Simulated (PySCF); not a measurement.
The second ionisation energy along group 14

All values are computed (PySCF 2.14, energy differences of UHF-based or UKS calculations, no spin-orbit coupling). Values in eV. The last column holds reference values (NIST; (s) semi-empirical, (t) theoretical, else measured). Unmarked ones compare directly (S terms, centres of terms, or small fine structure); those marked * lie between the lowest fine-structure levels and include a spin-orbit shift.

| element | configurations | UHF | MP2 (valence and next inner shell) | SCS-MP2 (valence and next inner shell) | MP2 (valence) | SCS-MP2 (valence) | CCSD(T) (valence) | reference |
| --- | --- | --- | --- | --- | --- | --- | --- | --- |
| C (aug-cc-pwCVTZ, non-relativistic) | [He] 2s2 2p1 → [He] 2s2 | 24.154 | 24.423 | 24.367 | 24.377 | 24.334 | 24.244 | 24.378 |
| Si (aug-cc-pwCVTZ, non-relativistic) | [Ne] 3s2 3p1 → [Ne] 3s2 | 15.830 | 16.110 | 16.098 | 16.098 | 16.087 | 16.244 | 16.322 |
| Sn (aug-cc-pwCVTZ-PP with ECP28MDF, ECP) | [Kr] 4d10 5s2 5p1 → [Kr] 4d10 5s2 | 13.758 | 14.144 | 14.075 | 13.973 | 13.962 | 14.055 | 14.282 |
| Pb (aug-cc-pwCVTZ-PP with ECP60MDF, ECP) | [Xe] 4f14 5d10 6s2 6p1 → [Xe] 4f14 5d10 6s2 | 13.213 | 13.640 | 13.543 | 13.409 | 13.396 | 13.471 | 13.869 |

Fill in the row of Ge (aug-cc-pwCVTZ-PP with ECP10MDF, ECP) ([Ar] 3d10 4s2 4p1 → [Ar] 3d10 4s2).

UHF 15.256; MP2 (valence and next inner shell) 15.662; SCS-MP2 (valence and next inner shell) 15.599; MP2 (valence) 15.502; SCS-MP2 (valence) 15.489; CCSD(T) (valence) 15.594; reference 15.789 (eV).

"Valence" correlates the outer s and p shells and, in groups 3 to 12 and the f block, the outer d or f shell, open or full, or the next shell where the ion has no valence electron left; the wider scheme adds the next inner shell.
